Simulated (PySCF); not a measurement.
Vibration and rotation of CsS

PBE0 constants of CsS, ²Π (doublet), unpaired electrons π ↑ (Cs x2c-TZVPall, S x2c-TZVPall; spin-free X2C with a Gaussian nucleus (PySCF 2.14); masses 132.9054 and 31.9721 u):

* ωe: 200.1 cm⁻¹
* ωexe: 0.646 cm⁻¹
* Be: 0.070534 cm⁻¹
* αe: 0.000324 cm⁻¹
* De to Cs + S: 2.81 eV

**Question.** What force constant and bond length do these constants imply?

**Answer.** Reduced mass μred = 25.772 u; k = 5.8918×10⁻⁷·μred·ωe² (u, cm⁻¹, mdyn/Å) = 0.608 mdyn/Å; Re = √(16.8576/(μred·Be)) (u, cm⁻¹, Å) = 3.045 Å.

**Question.** Estimate the centrifugal constant D from the Kratzer relation and find the Dunham coefficient a1.

**Answer.** D = 4Be³/ωe² = 3.51e-08 cm⁻¹; a1 = −1 − αeωe/(6Be²) = -3.17.

These are scalar-relativistic numbers at best; spin–orbit coupling would shift them, the dissociation energy most. The state was picked by a PBE0 search and need not be the measured ground state.
